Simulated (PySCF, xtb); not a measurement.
## CHSbSe: which of two isomers lies lower

Structure a: `[Se]=[C]=[SbH]`, a singlet. Structure b: `[SeH][C]#[Sb]`, a singlet. Both are isolated molecules in the gas phase, relaxed with PBE0-D4/def2-SVP.

a (Å):

```yaml
atoms:
  - { symbol: C, position_ang: [-1.7294, 0.8949, 1.5604] }
  - { symbol: Sb, position_ang: [-0.0791, -0.2349, 1.6547] }
  - { symbol: Se, position_ang: [-3.1266, 1.8100, 1.3441] }
  - { symbol: H, position_ang: [0.0525, 0.1853, 3.3186] }
```

b (Å):

```xyz
4

C    -1.1456    1.0319    2.2926
Sb   -1.5648    2.8055    2.7078
Se   -0.6244   -0.6817    2.0247
H    -1.5035   -0.9698    0.8679
```

Quicker runs give these differences E(b) − E(a): GFN2-xTB +10.82 kJ/mol; HF/STO-3G +56.98 kJ/mol (at GFN2-xTB geometries); r2SCAN-D4/def2-SVP +20.17 kJ/mol (at GFN2-xTB geometries).

Problem. Estimate E(b) − E(a) at the level CCSD(T)/def2-SVP + ΔMP2/def2-TZVPP.

Solution. Not settled: CCSD(T)/def2-SVP + ΔMP2/def2-TZVPP gives E(b) − E(a) = −4.43 kJ/mol, but this leans on the basis-set step: CCSD(T) alone gives +0.75 kJ/mol.

How the difference moves with the method:

| level | geometry | E(b) − E(a) (kJ/mol) | departure from the last row (kJ/mol) | job, with rough time for the two |
| --- | --- | --- | --- | --- |
| GFN2-xTB | GFN2-xTB | +10.82 | +15.25 | optimisation, 0.33 s |
| HF/STO-3G | GFN2-xTB | +56.98 | +61.41 | single point, 4.9 s |
| r2SCAN-D4/def2-SVP | GFN2-xTB | +20.17 | +24.60 | single point, 36 s |
| PBE0-D4/def2-SVP | PBE0-D4/def2-SVP | +13.71 | +18.13 | optimisation, 5.1 min |
| HF/def2-SVP | PBE0-D4/def2-SVP | +11.30 | +15.72 | part of the CCSD(T) run |
| MP2/def2-SVP | PBE0-D4/def2-SVP | −5.07 | −0.64 | part of the CCSD(T) run |
| CCSD(T)/def2-SVP | PBE0-D4/def2-SVP | +0.75 | +5.17 | single point |
| CCSD(T)/def2-SVP + ΔMP2/def2-TZVPP | PBE0-D4/def2-SVP | −4.43 |  | single point, 83 s |

As drawn, b has 1 C–Se, 1 C≡Sb, 1 Se–H in place of 1 C=Se, 1 C=Sb, 1 Sb–H.

GFN2-xTB, HF/STO-3G, r2SCAN-D4/def2-SVP, PBE0-D4/def2-SVP, HF/def2-SVP put the two in the other order. CCSD(T)/def2-SVP finds them nearly level. The largest departure from CCSD(T)/def2-SVP + ΔMP2/def2-TZVPP is that of HF/STO-3G, 61.41 kJ/mol. No reliable frequencies are at hand for a or b, so they aren't confirmed as minima. The last row adds to CCSD(T) the change of the MP2 difference between the two basis sets, here −5.17 kJ/mol.

The T1 diagnostic of structure b is large, so the coupled-cluster value is less sure. The correlated steps freeze 14 core orbitals; the filled d shell of Sb and Se is correlated, in a basis made for valence electrons. Atoms past krypton carry core potentials in the def2 sets, other sets are all-electron and non-relativistic, and no spin–orbit term is included. Codes used: PySCF 2.14.0, xtb 6.7.1; the last row on 2 threads of Intel(R) Xeon(R) Processor @ 2.50GHz (Skylake/Cascade Lake) on a shared host.
